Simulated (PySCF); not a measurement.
Trend along the chalcogens: MTl cations

CCSD(T) with double-zeta basis sets in PySCF, for the lowest determinant that a PBE0 search found; no spin–orbit coupling. De refers to high-spin ground-configuration atoms (the charge goes to the atom of lower measured ionisation energy or higher electron affinity, which is not always the lowest computed limit).

```csv
M,basis,"reference, frozen orbitals",charged atom,state (unpaired electrons),Re (Å),ωe (cm⁻¹),De (eV)
O,cc-pVDZ-PP/cc-pVDZ,"UHF, 5",Tl+,triplet (π ↑↑),3.078,115,n/a
S,cc-pVDZ-PP/cc-pV(D+d)Z,"UHF, 9",Tl+,triplet (π ↑↑),3.301,104,n/a
Se,cc-pVDZ-PP,"UHF, 8",Tl+,triplet (π ↑↑),3.351,76.7,n/a
Te,cc-pVDZ-PP,"UHF, 8",Tl+,triplet (π ↑↑),3.484,69.2,n/a
```

The shortest bond is that of TlO⁺ (3.078 Å), the longest that of TlTe⁺ (3.484 Å).

Down a group the atoms grow and get heavier, so bonds lengthen and wavenumbers fall; this series shows no clear exception.

Correlated steps freeze the inner cores (5 to 9 orbitals); shallow outer-core shells are correlated. Spin–orbit coupling is left out, which matters for elements this heavy, above all for dissociation energies. States were picked by a PBE0 search and need not be the measured ground states.
